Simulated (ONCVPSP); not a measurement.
## Before and after: ONCV potential for In

- Element: In
- Generator: ONCVPSP 4.0.1
- Type: optimised norm-conserving Vanderbilt (ONCV)
- Functional: LDA (Perdew-Wang 92)
- Relativity: scalar-relativistic
- Frozen core: [Ar] 3d10
- Valence charge: 21
- Reference configuration: 4s2 4p6 4d10 5s1.5 5p1.5
- Partial waves: 4s+5s: rc 1.55 bohr, ncon 5, nbas 10, qcut 9 1/bohr, 2 projectors; 4p+5p: rc 1.80 bohr, ncon 4, nbas 9, qcut 7.9 1/bohr, 2 projectors; 4d: rc 1.15 bohr, ncon 4, nbas 8, qcut 9.9 1/bohr, 2 projectors, debl 2.5 Ha
- Local potential: polynomial inside 1.00 bohr (lpopt 4, dvloc0 0 Ha)
- Core correction: none

Change: all radii scaled by about 0.78 (s 1.20, p 1.40, d 0.90 bohr); local potential polynomial inside 0.78 bohr (lpopt 4, dvloc0 0 Ha).

Cutoffs: the cutoffs (Ha) at which the residual kinetic energy of the hardest occupied pseudo-wave falls to 1 and 0.1 mHa per electron; they do not see the model core or the augmentation charge, which bear on the density cutoff. Errors are all-electron minus pseudo energies relative to the spin-unpolarised reference configuration.

What does the change do?

The potential gets harder (41 Ha and 48 Ha → 47 Ha and 244 Ha); the errors of the 4 common tests hardly move; neither file shows a bound ghost. A smaller radius makes the pseudo-wave follow the all-electron one further in, where it bends more sharply, so more plane waves are needed.

```tsv
quantity	base	changed
cutoff, loose	41 Ha	47 Ha
cutoff, tight	48 Ha	244 Ha
loose cutoff by channel	s 29 Ha, p 22 Ha, d 41 Ha	s 37 Ha, p 22 Ha, d 47 Ha
bound ghosts	none	none
GHOST(+) flags under 300 eV	none	s at 294.9 eV
error for 4s2 4p6 4d10 5s2 5p1, meV [ΔE -2.93 eV]	+0.2	+0.2
error for 4s2 4p6 4d10 5s2 5p0, meV [ΔE 2.66 eV]	-1.0	-0.9
error for 4s2 4p6 4d10 5s1 5p0, meV [ΔE 22.31 eV]	-4.5	-3.9
error for 4s2 4p6 4d9 5s2 5p2, meV [ΔE 15.28 eV]	+3.0	+3.4
```
